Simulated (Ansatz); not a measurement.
Start from `CNBF` and change one element to get `FBN[SiH3]`.

Ansatz, PBE0-D4/def2-TZVP geometries, multiplicity 1. Each molecule was computed in one conformer, which needn't be the lowest.

| property | `CNBF` |
| --- | --- |
| LUMO energy (B3LYP/def2-TZVPP) / eV | 0.62 |
| HOMO–LUMO gap (PBE0/def2-TZVPP) / eV | 8.67 |
| LUMO energy (PBE/def2-TZVPP) / eV | -0.06 |
| HOMO–LUMO gap (B3LYP/def2-TZVPP) / eV | 8.17 |
| size of the dipole moment (PBE/def2-TZVPP) / D | 2.48 |
| HOMO energy (PBE0/def2-TZVPP) / eV | -7.78 |

Problem. Give the same properties after the change, and the shifts. (Estimate.)

Solution. Ansatz gave: 
```tsv
property	`FBN[SiH3]`	shift
LUMO energy (B3LYP/def2-TZVPP) / eV	0.02	-0.60
HOMO–LUMO gap (PBE0/def2-TZVPP) / eV	8.71	0.04
LUMO energy (PBE/def2-TZVPP) / eV	-0.70	-0.64
HOMO–LUMO gap (B3LYP/def2-TZVPP) / eV	8.24	0.07
size of the dipole moment (PBE/def2-TZVPP) / D	1.96	-0.52
HOMO energy (PBE0/def2-TZVPP) / eV	-8.45	-0.67
```

Dipoles are sizes alone; their direction can turn.

B3LYP here is the variant with VWN-RPA as its local correlation; programs differ in this.
